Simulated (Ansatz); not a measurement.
Born–Oppenheimer molecular dynamics of F₂Ge₂H₅ (9 atoms, charge 0, multiplicity 2). It starts at the highest image of a converged band, a first-order saddle point between two minima.

Level of theory: Ansatz 0.2.0, UHF/def2-SVP.

- ensemble: NVE (velocity Verlet)
- time step: 0.5 fs
- steps asked: 147
- starting velocities drawn for: 300 K
- seed: 4147

First frame:

```xyz
9
Properties=species:S:1:pos:R:3
Ge -0.008 0.152 0.141
H -0.108 -0.203 1.788
F 1.676 0.297 -0.202
Ge -1.195 2.049 -0.891
H -2.699 1.804 -0.749
H -0.797 3.324 -0.145
H -0.795 2.134 -2.363
F -0.449 -1.297 -0.682
H -0.086 -0.529 2.829
```

(1) How far do the bonds stretch over the last three quarters of this one trajectory? (Pairs bonded in most of those frames.)

Answers

(1) 
```csv
bond,mean (Å),spread (Å),shortest,longest
Ge1–F3,1.727,0.012,1.71,1.75
Ge1–Ge4,2.525,0.025,2.49,2.58
Ge1–F8,1.728,0.013,1.71,1.75
H2–H9,0.774,0.079,0.65,0.88
Ge4–H5,1.530,0.004,1.52,1.54
Ge4–H6,1.531,0.030,1.49,1.58
Ge4–H7,1.531,0.009,1.52,1.55
```

Mean temperature of the second half: 1225 K. The conserved energy stayed within 0.89 meV per atom of its start (net change -0.47 meV per atom), so the integration is sound. The kinetic energy rose, since the run started high on the potential surface and went downhill. It ends in pieces (F2Ge2H3 + H2), so much of that is their flight and rotation, not heat. A run of 0.073 ps of so small a system gives no equilibrium averages.

Time of the run: 7.3 min on 4 threads of Intel(R) Xeon(R) Platinum 8259CL CPU @ 2.50GHz (Skylake/Cascade Lake), with other jobs on the host, peak memory 0.43 GiB.
